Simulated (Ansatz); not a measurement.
The cluster Al₃Si. The state is a doublet with charge 0. Geometry PBE0-D4/def2-TZVP; atoms count from 1.

```xyz
4

Al   -0.6139   -0.4560    1.4235
Al    0.4857    0.4441   -1.4758
Al    1.7614    0.2312    0.7398
Si   -1.6332   -0.2193   -0.6875
```

Another isomer (doublet) lies 0.07 eV lower at PBE0-D4/def2-TZVP; other spin states weren't run for this one.

(1) Estimate the Mulliken populations from the PBE0/def2-TZVP orbitals of Ansatz.

(2) Where does the spin sit?

(3) And the Mayer bond orders between bonded heavy atoms (over 0.3)?

Results:

(1) 
| atom | charge (e) | spin (α − β) |
| --- | --- | --- |
| Al1 | 0.06 | 0.45 |
| Al2 | 0.06 | 0.45 |
| Al3 | 0.06 | -0.16 |
| Si4 | -0.18 | 0.26 |
Mulliken values and Mayer orders depend strongly on the basis.

(2) Summed by element: Al 0.74, Si 0.26, of 1 unpaired in all. Largest on single atoms: Al1 0.45, Al2 0.45, Si4 0.26.

(3) Al1–Al3 0.82 (2.57 Å); Al1–Si4 1.27 (2.36 Å); Al2–Al3 0.82 (2.57 Å); Al2–Si4 1.27 (2.36 Å). Values over 0.3 also appear between atoms too far apart for a bond (Al1–Al2 0.53 at 3.23 Å; Al3–Si4 0.63 at 3.71 Å); they arise where an orbital or an unpaired electron spreads over both atoms.
